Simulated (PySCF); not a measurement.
**Input and output**

Pb(OCH3)4 (singlet). PySCF 2.14.0, RKS PBE0, Pb def2-SVP with ECP60, O def2-SVP, C def2-SVP, H def2-SVP; non-relativistic Hamiltonian with scalar-relativistic core potentials where named; density fitting; no spin-orbit coupling. Purpose: singlet excitations, Tamm-Dancoff PBE0. The geometry is a saddle point of the state and level it was relaxed for.

```python
mol = gto.M(atom='''
Pb     0.00000     0.00000     0.00000
O      1.93370     0.83948     0.00000
C      3.11455     0.08495     0.00000
H      3.71628     0.33450    -0.89426
H      3.71628     0.33450     0.89426
H      2.93980    -1.00107     0.00000
O     -0.83948     1.93370     0.00000
C     -0.08495     3.11455    -0.00000
H     -0.33450     3.71628    -0.89426
H     -0.33450     3.71628     0.89426
H      1.00107     2.93980    -0.00000
O     -1.93370    -0.83948     0.00000
C     -3.11455    -0.08495    -0.00000
H     -3.71628    -0.33450    -0.89426
H     -3.71628    -0.33450     0.89426
H     -2.93980     1.00107     0.00000
O      0.83948    -1.93370    -0.00000
C      0.08495    -3.11455     0.00000
H      0.33450    -3.71628    -0.89426
H      0.33450    -3.71628     0.89426
H     -1.00107    -2.93980     0.00000''',
    basis={'Pb': 'def2-SVP', 'O': 'def2-SVP', 'C': 'def2-SVP', 'H': 'def2-SVP'},
    ecp={'Pb': 'def2-SVP'},
    charge=0, spin=0)
mf = dft.RKS(mol, xc='PBE0')
mf.grids.atom_grid = (50, 194)
mf = mf.density_fit()  # fitting sets: Pb def2-universal-JKFIT, O def2-universal-JKFIT, C def2-universal-JKFIT, H def2-universal-JKFIT
mf.conv_tol = 1e-08; mf.max_cycle = 55
mf.kernel(dm0)  # dm0: converged density of the relaxed state
td = mf.TDA(); td.nstates = 8; td.kernel()
```

Run from Python with OMP_NUM_THREADS=4; the lines above give its settings. Where DIIS fails, smearing, a level shift and second-order steps follow.
It took 3.2 min on 4 threads of Arm Neoverse V2 (shared host), from an already converged density.

(1) Where do the frontier levels lie, over both spins?

(2) What are the Mulliken charges and spins?

(3) Which singlet excitations follow (Tamm-Dancoff, 8 states)?

The geometry was relaxed with PBE0 (Pb def2-SVP with ECP60, O def2-SVP, C def2-SVP, H def2-SVP).

## Answers

(1) HOMO -6.87 eV, LUMO -3.47 eV. 

(2) 
```csv
atom,charge (e),spin (e)
Pb1,1.199,0.000
O2,-0.543,0.000
C3,0.115,0.000
H4,0.032,0.000
H5,0.032,0.000
H6,0.064,0.000
O7,-0.543,0.000
C8,0.115,0.000
H9,0.032,0.000
H10,0.032,0.000
H11,0.064,0.000
O12,-0.543,0.000
C13,0.115,0.000
H14,0.032,0.000
H15,0.032,0.000
H16,0.064,0.000
O17,-0.543,0.000
C18,0.115,0.000
H19,0.032,0.000
H20,0.032,0.000
H21,0.064,0.000
```

(3) 
| state | eV | oscillator strength |
| --- | --- | --- |
| 1 | 2.51 | 0.0000 |
| 2 | 2.56 | 0.0000 |
| 3 | 2.56 | 0.0000 |
| 4 | 2.88 | 0.0000 |
| 5 | 3.43 | 0.0206 |
| 6 | 3.73 | 0.1012 |
| 7 | 3.73 | 0.1012 |
| 8 | 3.95 | 0.0000 |
Functionals without range separation put charge-transfer states too low; the basis has no diffuse functions.
